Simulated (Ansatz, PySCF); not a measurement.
Complex: CH2O (SMILES C=O) (first 4 atoms) with GeH4 (SMILES [GeH4]); geometry from B3LYP-D3(BJ)/def2-TZVP.
(charge 0, multiplicity 1):
```xyz
9

C      0.4913    -0.5772     0.3905
O      0.4346     0.4764     0.9614
H      0.7265    -0.6448    -0.6885
H      0.3112    -1.5352     0.9144
Ge    -0.2647     0.0282     4.1148
H     -0.5978    -0.2990     5.5830
H     -0.2466    -1.2925     3.3268
H      1.1145     0.6945     4.0509
H     -1.3432     0.9604     3.5516
```

Basis-set superposition error: the interaction energy with monomers in their own basis, and in the dimer's basis (counterpoise).

Codes used: Ansatz (a quantum-chemistry and plane-wave program); PySCF for 6-31G* rows, M06-2X. 

| level | uncorrected (meV) | counterpoise (meV) | difference |
|---|---|---|---|
| BLYP/def2-TZVPPD | 10.0 | 14.5 | 4.6 |
| B3LYP/6-31G* | -66.8 | 8.1 | 74.9 |
| BHLYP/def2-TZVPPD | -38.8 | -34.4 | 4.4 |
| M06-2X/def2-TZVPPD | -99.8 | -94.3 | 5.5 |
| CAM-B3LYP/def2-TZVPPD | -44.5 | -39.9 | 4.5 |
| wB97M-V/def2-TZVPPD | -89.1 | -83.9 | 5.3 |
| MP2/6-31G* | -100.3 | -14.0 | 86.3 |
| SCS-MP2/aug-cc-pVDZ | -88.3 | -51.6 | 36.7 |
| SCS-MP2/aug-cc-pVQZ | -70.0 | -63.8 | 6.2 |
| CCSD/aug-cc-pVDZ | -92.3 | -58.4 | 33.9 |

The error is largest for MP2/6-31G* (86.3 meV) and smallest for BHLYP/def2-TZVPPD (4.4 meV).
